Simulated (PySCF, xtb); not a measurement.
C2H6N2OSi, SMILES N([SiH2]N=C=O)C. Other conformers were not sampled.

Harmonic wavenumbers (cm⁻¹) from xtb with GFN2-xTB at its own minimum, in rising order: 14, 57, 86, 123, 227, 293, 451, 492, 501, 539, 616, 628, 729, 746, 836, 1066, 1107, 1165, 1367, 1423, 1488, 1500, 1502, 2301, 2310, 2504, 2911, 2974, 3031, 3449.

Q: What does PBE-D3(BJ)/def2-SVP run with PySCF give at its own minimum? (An estimate is asked for; the answer gives what the named calculation found.)

A: 34, 48, 98, 139, 234, 308, 446, 556, 576, 583, 620, 756, 798, 884, 891, 1066, 1101, 1136, 1352, 1399, 1414, 1448, 1464, 2190, 2200, 2400, 2920, 2996, 3042, 3512. Paired by order, the mean absolute difference is 44 cm⁻¹ and the zero-point energies are 52.1 and 52.3 kcal/mol.
